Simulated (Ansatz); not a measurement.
Z-matrix (Å, degrees):
```
Si
O 1 1.629
O 1 1.626 2 106.2
Ga 1 2.707 2 132.8 3 -176.6
O 1 1.697 2 113.4 3 -114.3
O 1 1.596 2 115.1 3 135.7
H 2 0.959 1 116.0 3 -159.5
H 3 0.958 1 117.0 2 26.2
H 4 1.562 1 111.6 2 176.0
H 4 1.561 1 117.5 2 11.0
H 5 0.960 1 119.6 2 96.2
```

The species carries charge 0 and has multiplicity 1.

(1) List the CAM-B3LYP/def2-TZVPP orbital energies in eV (the Gaussian-basis code of Ansatz). (Estimate.)

Answers

(1) Ansatz gave: Occupied: -10139.43, -1802.43, -1251.03, -1108.33, -1108.23, -1108.22, -523.57, -522.83, -522.81, -521.60, -151.41, -146.75, -104.89, -104.67, -104.60, -102.13, -102.10, -102.06, -30.97, -30.08, -29.67, -28.16, -24.64, -24.62, -24.52, -24.45, -24.29, -18.18, -17.19, -16.57, -14.86, -13.73, -12.97, -12.75, -12.44, -11.72, -11.51, -11.24, -10.80, -10.55, -9.41. Lowest empty: 0.57, 1.04, 2.16, 2.33, 2.46, 2.73, 4.16, 4.43.
